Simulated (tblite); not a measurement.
Compound: C5H5O2P.
Structure used (GFN2-xTB), in Å, numbered top down from 1:
```xyz
13
C5H5O2P angstrom
C     -1.9923   -0.7810   -0.4185
C     -0.7942   -0.0382    0.0591
C     -0.7419    1.0150    0.9267
P      0.9077    1.5650    1.1916
C      1.3996    0.3125    0.0961
C      2.7495    0.0213   -0.3024
O      3.7140    0.6351    0.0940
O      0.3883   -0.4362   -0.4079
H     -2.8900   -0.3675    0.0292
H     -1.9096   -1.8344   -0.1546
H     -2.0658   -0.7148   -1.5032
H     -1.6121    1.4460    1.3849
H      2.8423   -0.8225   -1.0127
```

Method: GFN2-xTB as coded in tblite; computed harmonic values from a numerical Hessian at the method's own geometry, unscaled. The method is semi-empirical: single wavenumbers can be off by several per cent or more. One conformer, not necessarily the lowest.

Harmonic wavenumbers (cm⁻¹): 44.3, 111.7, 132.0, 223.8, 224.7, 296.9, 443.3, 454.0, 550.6, 570.2, 682.4, 748.1, 796.3, 878.9, 910.1, 977.8, 999.8, 1023.5, 1116.4, 1191.7, 1274.3, 1307.5, 1361.7, 1394.1, 1452.3, 1455.2, 1523.2, 1703.3, 2772.8, 3011.2, 3024.3, 3071.3, 3146.0.

A = 3758, B = 1287, C = 964.6 MHz; mass 128.003 u (most abundant isotopes); point group Cs, symmetry number 1.

**Question.** Zero-point energy?

**Answer.** ½Σν̃ = 19437 cm⁻¹ = 232.52 kJ/mol.

**Question.** Entropy at 298.15 K, 1 bar (ideal gas, RRHO, classical rotation)?

**Answer.** Translation 169.37, rotation 119.76, vibration 86.79: S = 375.9 J/(mol K).

**Question.** And Cp and H(298.15 K) − H(0)?

**Answer.** Cp = 124.43 J/(mol K), of which vibrations give 91.17 (their classical limit is 33 R = 274.4); H(298.15 K) − H(0) = 23.61 kJ/mol without the zero-point energy, 13.70 from vibrations.

**Question.** Which modes carry the vibrational entropy at 298.15 K?

**Answer.** 44.3 cm⁻¹: 21.16; 111.7 cm⁻¹: 13.55; 132.0 cm⁻¹: 12.20; 223.8 cm⁻¹: 8.07; 224.7 cm⁻¹: 8.04; 296.9 cm⁻¹: 6.00 J/(mol K); the other 27 give 17.77 together.

**Question.** What must be added to the electronic energy to get the Gibbs energy at 298.15 K and 1 bar?

**Answer.** ZPE + [H(298.15 K) − H(0)] − T·S = 232.52 + 23.61 − 112.08 = 144.05 kJ/mol.

Hindered rotation and anharmonicity are outside this model. Other conformers, if any are populated, would add a mixing term that is left out.
